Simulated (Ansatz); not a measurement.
Reactions of `N#[C][Sn]([F])([C]#N)[C]#N`.

Computed with Ansatz on PBE0-D4/def2-TZVP structures; ΔE is electronic, products minus reactants. CCSD(T)/CBS adds triple-zeta CCSD(T) − MP2 to the extrapolated MP2 energy (def2 sets, frozen cores). This one scheme is used for every species, atoms too. For atomizations the MP2-based limit and the directly extrapolated one differ by several kJ/mol either way, and by 10 to 25 for some Ge, Se and Sn compounds, so smaller differences from it don't rank the levels. Open shells (•) are unrestricted, without spin–orbit coupling. Spin–orbit coupling would lower the free atoms: a little for C, F; strongly for Sn. def2 core potentials past Kr. For Sn, W outer-core shells are correlated without core-valence functions, so the limit isn't a true one: a few kJ/mol of doubt a bond, and 10 to 20 or more in all where bonds break to atoms.

Question: Order these by ΔE at CCSD(T)/CBS, lowest first. (An estimate is asked.)
A. `N#[C][Sn]([F])([C]#N)[C]#N` → 3 C• + F• + 3 N• + Sn•
B. `N#[C][Sn]([F])([C]#N)[C]#N` + `C#N` → `N#[C][Sn]([C]#N)([C]#N)[C]#N` + H–F
C. `N#[C][Sn]([F])([C]#N)[C]#N` + H–F → `N#[C][Sn]([F])([F])[C]#N` + `C#N`
D. `N#[C][Sn]([F])([C]#N)[C]#N` + `C[N]=[W](=[O])([Cl])[Cl]` → `N#[C][Sn]([Cl])([C]#N)[C]#N` + `C[N]=[W](=[O])([F])[Cl]`
E. `N#[C][Sn]([F])([C]#N)[C]#N` + H₂ → `N#[C][SnH]([C]#N)[C]#N` + H–F

Answer: C (-0.39 eV), D (-0.28 eV), E (+0.06 eV), B (+0.36 eV), A (+39.05 eV).

Largest T1 diagnostic: 0.020, for `C[N]=[W](=[O])([F])[Cl]`.
